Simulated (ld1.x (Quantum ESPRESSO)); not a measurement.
## Ga (Z = 31): one change to a TM potential, before and after

ld1.x (Quantum ESPRESSO) 7.5 input, shortened:

```
&input
   title='Ga', zed=31., rel=1, dft='PZ', iswitch=3,
   config='[Ar] 3d10 4s2 4p1'
 /
 &inputp
   pseudotype=2, tm=.true., lloc=0,
   nlcc=.true., new_core_ps=.true., rcore=0.95
 /
2
4P  2  1   1.00   0.00  2.35  2.35  0.0
4S  1  0   2.00   0.00  1.65  1.65  0.0
 &test
   configts(1)='4s2 4p1'
 /
```

Change: wave 4s (bound): rc 1.65 bohr becomes 4s (bound): rc 2.52 bohr.

Cutoffs: the cutoffs (Ry, on a coarse ladder) from which the occupation-weighted sum of valence levels, in a spherical-Bessel basis at the reference potential, stays within 10 and 1 mRy of its value at 400 Ry; they do not see the model core or the augmentation charge, which bear on the density cutoff. Errors are all-electron minus pseudo energies relative to the spin-unpolarised reference configuration.

What does the change do?

The potential gets softer (15 Ry and 35 Ry → 10 Ry and 21 Ry); of the 9 tests that both files solve, the error grows in 3 and shrinks in 2 by more than 15 % and 0.3 meV (median size 16.0 → 31.9 meV); neither file shows a bound ghost. A larger radius leaves more room for a smooth pseudo-wave, so fewer plane waves are needed.

```csv
quantity,base,changed
"cutoff, loose",15 Ry,10 Ry
"cutoff, tight",35 Ry,21 Ry
loose cutoff by channel (10 mRy a level),"p 6 Ry, s 12 Ry","p 6 Ry, s 8 Ry"
bound ghosts,none,none
"error for 4s2 4p0, meV [ΔE 5.89 eV]",-12,-8.4
"error for 4s1 4p0, meV [ΔE 27.39 eV]",-180,-183
"error for 4s2 4p0.5, meV [ΔE 2.12 eV]",-1.8,-1.6
"error for 4s2 4p1.3, meV [ΔE -0.58 eV]",-0.1,-0.1
"error for 4s0 4p3, meV [ΔE 13.54 eV]",-63,-142
"error for 4s1 4p1, meV [ΔE 13.34 eV]",-49,-68
"error for 4s1 4p2, meV [ΔE 6.61 eV]",-16,-32
"error for 4s2 4p1 (spin-polarised), meV [ΔE -0.13 eV]",-1.1,-0.8
"error for 4s1 4p0 (spin-polarised), meV [ΔE 27.08 eV]",-197,-216
```
